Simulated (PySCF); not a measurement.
## Correlation energy of Sr (strontium, neutral)

[Kr] 4d1 5s1, high-spin 3D determinant (an excited configuration). Computed with PySCF 2.14 in x2c-TZVPPall with one added diffuse shell each of s, p, d, f type (9s7p7d3f1g, 95 functions), with scalar relativity by spin-free X2C-1e. Frozen: [Kr]; 2 electrons correlated.

Total MP2 correlation energy: -3.97 mhartree.

Same-spin part -3.97 and opposite-spin part 0.00 mhartree; SCS-MP2 scales them by 1/3 and 6/5 to -1.32 mhartree.
